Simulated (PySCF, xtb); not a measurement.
C4H7FSi, SMILES C[Si@H]1C=C[C@H]1F.

GFN2-xTB in xtb 6.7.1 at its own geometry gives an orbital gap of 4.06 eV and a dipole moment of 2.61 D.

Coordinates come from a TPSSh-D3(BJ)/def2-SVP optimisation. The structure was generated by enumeration; whether it is a known compound was not checked.

What does ωB97X/def2-TZVP (PySCF) give? (The exact figures need the calculation; the answer reports its results.)

gap 11.72 eV (levels -10.07 and 1.65 eV), dipole 1.60 D.
